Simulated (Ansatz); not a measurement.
Consider the ligand exchange at the Si–Se bond: `F[SiH](F)[SeH]` + `[SiH3]S` → `F[SiH](F)S[SiH3]` + H₂Se.

Calculated with Ansatz (gas phase, PBE0-D4/def2-TZVP geometries, no zero-point term in ΔE). CCSD(T)/CBS is the MP2 limit (def2-TZVPP, def2-QZVPP) plus CCSD(T) − MP2 in def2-TZVPP, frozen cores. DFT in def2-TZVPP. For Se outer-core shells are correlated without core-valence functions, which leaves a few kJ/mol of doubt a bond. Scalar relativity is left out up to krypton. Each species was taken in one conformer, which may not be the lowest.

`F[SiH](F)[SeH]`:

Z-matrix (Å, degrees):
```
Si
F 1 1.585
Se 1 2.247 2 111.4
F 1 1.585 2 105.4 3 120.9
H 1 1.472 2 109.5 3 -121.3
H 3 1.470 1 91.5 2 58.6
```

`[SiH3]S`:

Z-matrix (Å, degrees):
```
Si
S 1 2.137
H 1 1.485 2 111.6
H 1 1.485 2 111.6 3 -122.0
H 1 1.482 2 104.8 3 119.0
H 2 1.344 1 94.7 3 60.9
```

`F[SiH](F)S[SiH3]`:

Z-matrix (Å, degrees):
```
Si
F 1 1.585
S 1 2.098 2 111.7
F 1 1.588 2 105.5 3 120.4
H 1 1.470 2 108.7 3 -122.0
Si 3 2.157 1 98.6 2 72.7
H 6 1.482 3 110.0 1 -36.9
H 6 1.481 3 105.2 1 -156.1
H 6 1.481 3 110.3 1 85.0
```

H₂Se:

Z-matrix (Å, degrees):
```
Se
H 1 1.467
H 1 1.467 2 91.2
```

```tsv
level	ΔE (kJ/mol)
PBE-D4	-8.9
ωB97X-V	-10.2
ωB97M-V	-10.6
CCSD/def2-TZVPP	-8.3
CCSD(T)/def2-TZVPP	-9.4
HF/def2-QZVPP	-5.7
SCS-MP2/def2-QZVPP	-8.6
HF/CBS(def2)	-5.7
```

(1) What does CCSD(T)/CBS give? (Estimate.)

Largest T1 diagnostic among the species: 0.012.

Results:

(1) Computed: -8.3 kJ/mol. The listed levels differ from it by -0.6, -1.9, -2.3, 0.0, -1.1, 2.6, -0.3, 2.6 kJ/mol.

The D4 term adds −5.7 kJ/mol with B3LYP and −3.3 kJ/mol with PBE0; it sums over pairs of atoms, weighted by their polarisabilities, and B3LYP, whose exchange is more repulsive, gets the larger term. In def2-TZVPP, CCSD(T) changes the Hartree–Fock value by −3.7 kJ/mol (the triples alone add −1.1 kJ/mol) and MP2 by −4.1 kJ/mol.

B3LYP here is the variant with VWN-RPA as its local correlation; programs differ in this.
